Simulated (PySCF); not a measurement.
Mapped SMILES: `[CH2:1]=[CH:2][O:3][SiH2:4][S:5][SiH3:6]`. Each H is labelled by its parent atom. Ha(C1) is cis to O3; Hb(C1) is trans to O3.

[PySCF 2.14: structure optimised with PBE0-D3(BJ)/def2-SVP; shielding tensors at PBE0/pcSseg-1 (GIAO); one computed conformer; averaged over atoms made equivalent by symmetry, fast rotation or ring inversion; no relativistic terms; no solvent model]

Chemical shifts δ = σref − σ; TMS for ¹³C (σref 184.41), ¹H (σref 31.27), ²⁹Si (σref 351.99); ¹⁷O (σref 334.56) vs H2O; ³³S (σref 495.66) against CS2, all at this level.

```
 atoms  nucleus  count  Hirshfeld charge  δ (ppm)
H(Si4)       ¹H      2             -0.07        ?
Ha(C1)       ¹H      1              0.04     4.30
    C2      ¹³C      1              0.04    157.8
    C1      ¹³C      1             -0.15     95.2
   Si6     ²⁹Si      1              0.29        ?
   Si4     ²⁹Si      1              0.37     -4.6
Hb(C1)       ¹H      1              0.05     4.33
    S5      ³³S      1             -0.16     -311
H(Si6)       ¹H      3             -0.07     4.53
    O3      ¹⁷O      1             -0.20    121.6
 H(C2)       ¹H      1              0.06        ?
```

Complete the table.

Answers


- H(C2): 6.58 ppm, hydrogen on an alkene carbon bearing oxygen; attached to an sp2 carbon and in the plane of the double bond
- H(Si4): 5.47 ppm, hydrogen on a silicon bonded to O, S
- Si6: -58.9 ppm, silicon bonded to S, 3 H

Shifts are as computed. Against solution values, carbons near 30 ppm lie about +2 ppm off and those near 130 ppm about +5 ppm. Of 1313 compounds with measured shifts, 239 miss one by over three times the rms of a fit or turn the order of signals round; such compounds aren't used in these exercises. Experimental scales use liquid or dissolved standards, which lie at an offset from isolated H2O (liquid H2O: subtract about 36 ppm).
